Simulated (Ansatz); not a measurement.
Cost and result for the atomization energy of ClFH$_{4}$OSSi$_{2}$, SMILES `O[SiH](F)S[SiH2]Cl` (10 atoms, 9 bonds).

Z-matrix (Å, degrees):
```
Si
F 1 1.594
S 1 2.131 2 107.8
O 1 1.622 2 111.5 3 119.3
H 1 1.468 2 108.0 3 -123.3
Si 3 2.129 1 100.2 2 -34.1
H 4 0.959 1 119.1 2 -72.3
Cl 6 2.052 3 111.6 1 -56.4
H 6 1.476 3 111.9 1 64.0
H 6 1.478 3 105.3 1 -174.2
```

Total charge 0; spin multiplicity 1. The geometry is a stationary point of PBE0-D4/def2-TZVP. It is one conformer, not always the lowest. Program: Ansatz. All runs use 2 threads of an AMD EPYC 7R13 on a shared host and a share of an NVIDIA H100 80 GB. Times are those of one run each, without the atoms' runs, and a repeat can differ threefold. Electronic energies, without spin–orbit coupling; frozen cores. CCSD(T)/CBS adds CCSD(T) − MP2 in def2-TZVPP to the MP2 limit, and its time is that of the two runs behind it. T1 = 0.011. B3LYP takes the VWN-RPA correlation (the form of Gaussian; ORCA's B3LYP/G).

CCSD(T)/CBS is a level of theory with its own doubt, some kJ/mol a heavy atom from the limit and from the frozen cores, so smaller differences don't rank the functionals.

| level | functions | wall time |
| --- | --- | --- |
| PBE0-D4/def2-TZVPP | 286 | 2.8 s |
| PBE-D4/def2-TZVPP (with forces) | 286 | 3.1 s |
| B2PLYP/def2-TZVPP | 286 | 3.2 s |
| B3LYP-D4/def2-TZVPP (with forces) | 286 | 3.3 s |
| r2SCAN-D4/def2-TZVPP (with forces) | 286 | 3.3 s |
| ωB97X-V/def2-TZVPP | 286 | 4.1 s |
| MP2/def2-QZVPP | 514 | 4.8 s |
| ωB97M-V/def2-TZVPP (with forces) | 286 | 6.5 s |
| CCSD(T)/def2-TZVPP | 286 | 6.5 s |
| CCSD(T)/CBS(def2) | – | 11 s |

(1) What atomization energy does each give, and how far from CCSD(T)/CBS? (Best estimate.)

Results:

(1) The calculation gave: 
| level | atomization (kcal/mol) | difference from CCSD(T)/CBS | per bond |
| --- | --- | --- | --- |
| PBE0-D4/def2-TZVPP | 842.9 | -13.9 | -1.5 |
| PBE-D4/def2-TZVPP (with forces) | 856.2 | -0.6 | -0.1 |
| B2PLYP/def2-TZVPP | 836.5 | -20.3 | -2.3 |
| B3LYP-D4/def2-TZVPP (with forces) | 843.2 | -13.6 | -1.5 |
| r2SCAN-D4/def2-TZVPP (with forces) | 855.6 | -1.2 | -0.1 |
| ωB97X-V/def2-TZVPP | 857.8 | 1.0 | 0.1 |
| MP2/def2-QZVPP | 868.7 | 11.9 | 1.3 |
| ωB97M-V/def2-TZVPP (with forces) | 856.7 | -0.1 | 0.0 |
| CCSD(T)/def2-TZVPP | 826.7 | -30.1 | -3.3 |
| CCSD(T)/CBS(def2) | 856.8 | 0.0 | 0.0 |

From PBE to PBE0 (25 % exact exchange), in def2-TZVPP and without D4, the atomization energy moves by −12.2 kcal/mol: exact exchange takes away binding that semilocal exchange gives to molecules. The D4 term adds +12.9 kcal/mol with B3LYP and +6.8 kcal/mol with PBE0; it sums over pairs of atoms, weighted by their polarisabilities, and B3LYP, whose exchange is more repulsive, gets the larger term. In def2-TZVPP, CCSD(T) changes the Hartree–Fock value by +203.7 kcal/mol (the triples alone add +14.0 kcal/mol) and MP2 by +227.6 kcal/mol; breaking electron pairs costs correlation energy, which Hartree–Fock lacks.
